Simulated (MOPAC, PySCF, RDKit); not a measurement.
Complex: C2H4 (SMILES C=C) (first 6 atoms) with HBr (SMILES Br); geometry from B3LYP-D3(BJ)/def2-TZVP, rigid monomers moved along the line of their centres of mass till C2···H8 is 2.21 Å.
(charge 0, multiplicity 1):
| atom | x (Å) | y (Å) | z (Å) |
|---|---|---|---|
| C | -0.1451 | -0.5912 | 0.3237 |
| C | 0.1386 | 0.6887 | 0.1154 |
| H | 0.6302 | -1.3467 | 0.3618 |
| H | -1.1637 | -0.9331 | 0.4615 |
| H | -0.6367 | 1.4440 | 0.0745 |
| H | 1.1569 | 1.0305 | -0.0252 |
| Br | 0.3047 | 0.5565 | 3.7170 |
| H | 0.1798 | 0.3497 | 2.3009 |

Interaction energies are E(AB) − E(A) − E(B) at the monomers' geometry in the complex; basis-set methods are counterpoise corrected. Rows marked so take none. RDKit's UFF carries no charges.

Rows in 3-21G, 6-31G* carry no dispersion term and start afresh at each structure (6-31G* with six Cartesian d functions); the Pople sets are all-electron and without relativity. The state that PM3 reach isn't checked.

The values were computed with MOPAC for PM3 (differences of heats of formation); PySCF for 3-21G rows, 6-31G* rows; RDKit for the force fields. 

Problem. One of these levels gives 14.96 kcal/mol for the interaction energy. Name it.
A. UFF
B. HF/6-31G* (no counterpoise)
C. PM3
D. HF/3-21G (no counterpoise)

Solution. A, UFF. The others give -3.51 (PM3), -0.58 (HF/3-21G (no counterpoise)), 0.69 (HF/6-31G* (no counterpoise))
